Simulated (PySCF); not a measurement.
**Unknown compound**

An unknown has the formula C5H4O2. Its calculated NMR data are:

¹H NMR (300 MHz, computed): δ 10.27 (s, 1H), 8.34 (m, 1H), 7.54 (m, 1H), 6.98 (m, 1H).

¹³C{¹H} NMR (computed): δ 189.1 (CH), 152.0 (CH), 148.1 (CH), 133.6 (C), 118.6 (CH).

PySCF 2.14.0 with density-fitted response routines calculation with geometry from GFN2-xTB and PBE0/pcSseg-1 with gauge-including orbitals; non-relativistic Hamiltonian, single conformer, isolated molecule.

References, each an isolated molecule treated in the same way: ¹H (σref 31.72), ¹³C (σref 186.93) vs TMS.

**Question.** Deduce the structure.

**Answer.** 
Rings plus π bonds: 4 (1 ring in the answer). 5 carbon signals for 5 carbons: no two carbons are equivalent. Carbon types of the structure: 1 × C, 4 × CH, which accounts for all hydrogens. δC 189.1: aldehyde carbonyl carbon; the double bond to the heteroatom, with no lone-pair donor beside it, deshields it most. δC 152.0, 148.1: aromatic CH next to the ring oxygen. δC 133.6: substituted aromatic carbon. δC 118.6: aromatic CH. δH 10.27: hydrogen on an aldehyde carbonyl carbon; deshielded by the polar, anisotropic C=O bond. δH 8.34, 7.54: hydrogen on an aromatic CH next to the ring oxygen. δH 6.98: hydrogen on an aromatic CH; ring-current deshielding.

These data were computed for SMILES O=Cc1ccoc1.

The data come from this structure; uniqueness wasn't tested.

Shifts are as computed. Against solution values, carbons near 30 ppm lie about +3 ppm off and those near 130 ppm about +5 ppm. Of 246 compounds with measured shifts, 49 miss one by over three times the rms of a fit or turn the order of signals round; such compounds aren't used in these exercises. Multiplicities follow the n + 1 count of equivalent neighbours, as no J values were calculated; m marks all less simple cases, F and P coupling included.
